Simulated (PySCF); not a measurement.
**Ionisation energy of Ne⁺ by level of theory**

Ne⁺ [He] 2s2 2p5 [2p1/2^2 2p3/2^3, M_J = 3/2] → Ne²⁺ [He] 2s2 2p4 [2p1/2^2 2p3/2^2, M_J = 2], as a difference of total energies. Calculation: PySCF 2.14, in x2c-TZVPPall-2c (5s3p2d1f, 31 functions); the two-component X2C-1e Hamiltonian. Correlated levels: 1s2 frozen. "Screened" scales the spin-orbit matrix elements by Boettger's factors to mimic the two-electron term; Breit and QED terms are absent.

| method | ionisation energy (eV) |
| --- | --- |
| GHF (spin-free) | 39.270 |
| GMP2 (spin-free) | 40.710 |
| GHF (screened spin-orbit) | 39.264 |
| GMP2 (screened spin-orbit) | 40.704 |

Question: How much does correlation contribute at GMP2 (screened spin-orbit)?

Answer: 40.704 − (39.264) = 1.440 eV, measured against GHF (screened spin-orbit).

Errors of the correlated levels include the incompleteness of this basis and the frozen core.

The labels give the starting determinants; with spin-orbit coupling the two ends relaxed to ⟨J²⟩ = 3.75, ⟨L²⟩ = 2.00, ⟨S²⟩ = 0.75 and ⟨J²⟩ = 6.00, ⟨L²⟩ = 2.00, ⟨S²⟩ = 2.00.

For comparison: 40.963 eV (measured; NIST Atomic Spectra Database, ionization energies).
